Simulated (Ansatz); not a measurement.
`COB(N)[SiH3]`, relaxed with RKS PBE0-D4/def2-TZVP in Ansatz from a PBE-D4/def2-SVP geometry. The force threshold is 0.005 eV/Å; the program also tests the step.

Charge 0, multiplicity 1.

Start:

```xyz
13

C     1.318   -1.445   -0.493
O    -0.077   -1.313   -0.347
B    -0.708   -0.145    0.019
N    -2.116   -0.178    0.119
Si    0.257    1.616    0.416
H     1.863   -0.495   -0.287
H     1.563   -1.764   -1.529
H     1.701   -2.220    0.204
H    -2.679    0.628    0.384
H    -2.655   -1.026   -0.071
H     1.012    2.158   -0.775
H     1.262    1.505    1.538
H    -0.739    2.678    0.823
```

(1) By how much does the energy fall, and how many steps does the optimiser take? (Best estimate.)

(2) Which bonds change most? (Estimate.)

(3) Give the relaxed structure. (Estimate.)

Answers

(1) Ansatz gave: 0.05 eV, in 8 steps.

(2) The calculation gave: Si5–H13 from 1.511 to 1.492 Å; Si5–H11 from 1.511 to 1.492 Å; Si5–H12 from 1.511 to 1.492 Å; C1–H8 from 1.111 to 1.093 Å.

(3) Ansatz gave: 
```xyz
13

C     1.311   -1.425   -0.496
O    -0.080   -1.304   -0.347
B    -0.703   -0.145    0.019
N    -2.100   -0.182    0.125
Si    0.260    1.606    0.414
H     1.834   -0.484   -0.293
H     1.542   -1.736   -1.518
H     1.686   -2.186    0.194
H    -2.651    0.614    0.387
H    -2.631   -1.018   -0.057
H     1.034    2.111   -0.757
H     1.226    1.486    1.545
H    -0.729    2.661    0.782
```
